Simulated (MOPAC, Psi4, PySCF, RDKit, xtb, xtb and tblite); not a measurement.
Two geometries of C2H7BO3, SMILES C(CO)B(O)O, relaxed at GFN2-xTB with one dihedral held; other torsions can differ between them too.

Structure A

```
13

O     -1.9846     1.3428    -0.1709
C     -1.0107     0.6825     0.6138
C      0.1384     0.1069    -0.2322
B      1.3406     1.1543    -0.4209
O      2.6088     0.7002    -0.4409
O      1.1160     2.4868    -0.5533
H     -2.3495     0.7098    -0.7988
H     -1.4928    -0.1209     1.1896
H     -0.6464     1.4298     1.3214
H     -0.2616    -0.2011    -1.2008
H      0.5152    -0.7972     0.2453
H      3.2670     1.3875    -0.5552
H      0.1940     2.7468    -0.5330
```

Structure B

```
13

O     -2.0062     1.2690    -0.2920
C     -1.0356     0.7130     0.5805
C      0.1454     0.1046    -0.1812
B      0.9134     1.1905    -1.0890
O      2.2020     0.9608    -1.4183
O      0.3040     2.3129    -1.5387
H     -2.3226     0.5690    -0.8743
H     -1.5081    -0.0392     1.2277
H     -0.7010     1.5430     1.2065
H     -0.2224    -0.7106    -0.8104
H      0.8308    -0.3464     0.5350
H      2.5892     1.6457    -1.9653
H     -0.6120     2.4017    -1.2542
```

Q: Which is lower in energy at the level DF-MP2 (frozen core)/cc-pVTZ // GFN2-xTB (Psi4), and by how much?

A: B is lower, by 18.74 kJ/mol (dihedral O1–C2–C3–B4: 90° in A, 60° in B).

E(B) − E(A) in kJ/mol at the other levels, on the same two geometries: GFN2-xTB (xtb and tblite) -12.12; B3LYP/def2-TZVP // GFN2-xTB (Psi4) -16.32; B3LYP-D3(BJ)/def2-TZVP // GFN2-xTB (Psi4) -17.18; PBE/def2-TZVP // GFN2-xTB (Psi4) -17.09; PBE-D3(BJ)/def2-TZVP // GFN2-xTB (Psi4) -17.56; HF/cc-pVTZ // GFN2-xTB (Psi4) -14.11; UFF // GFN2-xTB (RDKit) 31.74; AM1, restricted, heats of formation // GFN2-xTB (MOPAC) -4.83; PM7, restricted, heats of formation // GFN2-xTB (MOPAC) -7.88; GFN1-xTB // GFN2-xTB (xtb) -11.38; restricted B3LYP/6-31G*, spherical d, density fitting // GFN2-xTB (PySCF) -21.82; restricted MP2 (frozen core)/3-21G // GFN2-xTB (PySCF) -34.95; restricted Hartree-Fock/STO-3G // GFN2-xTB (PySCF) -20.58; restricted LDA (SVWN5)/6-31G*, spherical d, density fitting // GFN2-xTB (PySCF) -29.18.
